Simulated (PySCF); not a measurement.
# C₆ coefficients of unlike pairs at UHF

Calculated with PySCF 2.14 from the dipole response of each species, C₆(A,B) = (3/π) ∫ α_A(iu) α_B(iu) du, in atomic units, from isotropic polarisabilities. For ions this is the dispersion term alone; charge-induced terms of lower order in 1/R come first.

| species | configuration | basis | relativity | α (bohr³) | C₆ (like pair) |
| --- | --- | --- | --- | --- | --- |
| Sb | [Kr] 4d10 5s2 5p3 (4S) | aug-cc-pwCVDZ-PP with ECP28MDF (6s5p4d1f) | core potential | 43.53 | 483.2 |
| N⁺ | [He] 2s2 2p2 (3P) | aug-cc-pVTZ (5s4p3d2f) | none | 3.937 | 8.278 |
| O⁺ | [He] 2s2 2p3 (4S) | aug-cc-pCVQZ-DK (9s8p6d4f2g) | spin-free X2C | 2.628 | 4.956 |
| B²⁺ | [He] 2s1 (2S) | aug-cc-pVQZ (6s5p4d3f2g) | none | 7.940 | 11.16 |

Estimate C₆ for B²⁺ with O⁺.

The integral gives 6.017. The combination rule 2 C_A C_B / (C_A α_B/α_A + C_B α_A/α_B) gives 5.924 and the geometric mean 7.436.

No spin-orbit coupling is included.

The other pairs:

```json
{"pair": "B²⁺, Sb", "C₆": "72.21"}
{"pair": "O⁺, Sb", "C₆": "43.61"}
{"pair": "B²⁺, N⁺", "C₆": "8.368"}
{"pair": "N⁺, Sb", "C₆": "59.42"}
{"pair": "O⁺, N⁺", "C₆": "6.344"}
```
